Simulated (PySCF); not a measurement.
**Electron correlation in Tc³¹⁺ (technetium, charge +31)**

[Ne] 3s2, closed-shell 1S. All numbers are calculated (PySCF 2.14, scalar relativity by spin-free X2C-1e, in an uncontracted even-tempered set (18 s from 4.7 bohr⁻², ratio 2.5; 11 p from 6.1 bohr⁻², ratio 2.5; 4 d from 23 bohr⁻², ratio 2.7; 4 f from 34 bohr⁻², ratio 2.7)). Frozen: 1s2; 10 electrons correlated; the 19 highest virtual orbitals of each spin left out.

```csv
level,correlation energy (mhartree)
CCSD,-470.15
(T),-1.29
CCSD(T),-471.44
```

Diagnostics: T1 = 0.00036, D1 = 0.0011, largest double amplitude 0.069.

Task: Is a single reference adequate?

Result: Yes, within this model without spin-orbit coupling: T1 lies below 0.03 and no double amplitude reaches 0.07.

At this charge the one-electron X2C treatment keeps the bare 1/r₁₂, with no two-electron picture change or Breit term. The effect here is smaller than on the frozen 1s shell; and a scalar Hamiltonian misses the large spin-orbit splitting of the p shells, which matters for ns² → np² pairs.
